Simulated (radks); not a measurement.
Dynamic dipole polarisability and lines of the bromine ion Br5+, [Ar] 3d10 4s2. Method: scalar-relativistic Kohn-Sham, LB94 model potential, spin-unpolarised, spherical densities, finite nucleus; Fermi nuclear charge, rms radius of each element as measured or else 0.836 A^(1/3) + 0.57 fm; computed with a radial shooting solver on a logarithmic mesh with Libxc functionals. Time-dependent linear response with the Hartree and adiabatic LDA kernel, continuum included through the Sternheimer equations, no spin-orbit coupling, so fine structure and intercombination lines are absent. Lines are the poles of the dipole polarisability below minus the highest occupied eigenvalue, found on a grid refined at the orbital gaps; the lowest seven at most are given, and weak or close lines can be missed. The first line takes the name of the lowest orbital gap if no other gap lies below it; otherwise a line is named after a gap within 0.6 % of it, if that gap stands alone.

| photon energy (eV) | alpha (bohr^3) |
|---|---|
| 0 | 3.243 |
| 7.448 | 3.714 |
| 16.385 | 9.257 |
| 25.322 | -4.380 |
| 34.260 | -1.099 |
| 43.197 | -0.3483 |
| 52.134 | 0.4540 |
| 61.072 | 0.1098 |
| 70.009 | 0.3490 |
| 78.946 | -1.044 |
| 87.883 | -0.06918 |

Lines (eV, oscillator strength): 19.951 (62.14 nm, 4s-4p), f = 1.56; 53.110 (23.34 nm, 4s-5p), f = 0.0732; 67.935 (18.25 nm, 4s-6p), f = 0.0370; 75.323 (16.46 nm, unassigned), f = 0.0219; 76.910 (16.12 nm, unassigned), f = 0.523; 79.614 (15.57 nm, 4s-8p), f = 0.0109; 82.334 (15.06 nm, 4s-9p), f = 0.00731. Higher lines, where found, are left out when the end of the mesh affects them. Those listed give 92 % of the static polarisability (sum of f/w^2). Orbital energy gaps for comparison: 4s-4p 16.219 eV; 4s-5p 53.204 eV; 4s-6p 67.981 eV; 4s-7p 75.351 eV; 3d-4p 75.506 eV. At laser wavelengths: 1550 nm 3.247, 1064 nm 3.253, 780 nm 3.261, 532 nm 3.283, 355 nm 3.335, 266 nm 3.411, 193 nm 3.579 bohr^3.
